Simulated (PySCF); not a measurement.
Vertical excitations of a molecule C3H6BN3 from TDA-PBE/def2-SVPD (PySCF), as energy in eV (oscillator strength): 2.68 (0.000), 2.86 (0.001), 4.64 (0.247), 4.73 (0.099), 5.78 (0.014), 5.89 (0.017), 5.97 (0.000), 6.22 (0.006), 6.26 (0.000), 6.34 (0.000). Lowest triplet (TDA): 2.31 eV. The structure is a stationary point at B3LYP-D3(BJ)/def2-SVP. One conformer was computed; it need not be the lowest.

Task: Which structure fits?
A. N#C/C=C/B(N)N
B. CNB1N=CC=N1
C. NB1C=NCN=C1
D. CC1=NB(N)N=C1

Result: B, CNB1N=CC=N1
